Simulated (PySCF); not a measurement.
GaH3Se2, SMILES [SeH][GaH][SeH].

The structure is a stationary point at B3LYP-D3(BJ)/def2-SVP. The structure was generated by enumeration; whether it is a known compound was not checked. The values are those of a single conformer.

Method: C-PCM-ωB97X/def2-SVP run with PySCF 2.14.0.

The values are the electrostatic part of the solvation free energy, E(continuum) − E(gas) at the gas-phase geometry, in a cavity of scaled van der Waals radii (PySCF's table); cavitation and dispersion terms are not included. A continuum can't describe solvent molecules that bind to the metal. In vacuum the orbital gap is 9.87 eV. The dipole moment in vacuum is 0.46 D.

Computed values in water (ε = 78.36), dichloromethane (ε = 8.93), tetrahydrofuran (ε = 7.43):
```
solvent              ε  ΔG(elec) (kcal/mol)  dipole (D)  gap (eV)
---------------  -----  -------------------  ----------  --------
water            78.36                 -4.2        0.72     10.11
dichloromethane   8.93                 -3.7        0.68     10.08
tetrahydrofuran   7.43                 -3.6        0.68     10.08
```
